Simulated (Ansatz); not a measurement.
CH7FO2Si2 (`O[SiH](O)C[SiH2]F`). The species carries charge 0 and has multiplicity 1. Geometry: relaxed with PBE0-D4/def2-TZVP. It is one conformer, not always the lowest.

```xyz
13

O     0.689    1.112   -1.591
Si    0.716   -0.375   -0.901
O     0.528   -1.485   -2.088
C    -0.696   -0.599    0.290
Si   -0.696    0.594    1.704
F    -0.277    2.047    1.134
H     0.600    1.864   -1.000
H     2.011   -0.581   -0.195
H     1.127   -1.443   -2.835
H    -0.657   -1.617    0.696
H    -1.630   -0.505   -0.275
H    -2.029    0.757    2.334
H     0.314    0.231    2.728
```

Question: What is the dipole moment at B3LYP/def2-TZVPP? (An estimate is asked.)

Answer: The calculation gave: 0.98 D, with components (-0.07, -0.77, 0.59) D in this frame, pointing from negative to positive charge.

Question: And with PBE, r2SCAN, ωB97M-V? (Best estimate.)

Answer: The calculation gave: PBE 0.86 D, r2SCAN 0.89 D, ωB97M-V 0.94 D.

Question: Give the Mulliken charges with B3LYP, PBE, ωB97M-V in def2-TZVPP. (Estimate.)

Answer: Ansatz gave: 
```tsv
atom	B3LYP	PBE	ωB97M-V
O1	-0.40	-0.35	-0.39
Si2	0.66	0.54	0.61
O3	-0.41	-0.36	-0.39
C4	-0.34	-0.30	-0.44
Si5	0.55	0.47	0.49
F6	-0.35	-0.31	-0.34
H7	0.19	0.19	0.19
H8	-0.13	-0.13	-0.09
H9	0.18	0.19	0.17
H10	0.10	0.10	0.12
H11	0.11	0.11	0.14
H12	-0.08	-0.07	-0.04
H13	-0.08	-0.08	-0.04
```

B3LYP here is the variant with VWN-RPA as its local correlation; programs differ in this.
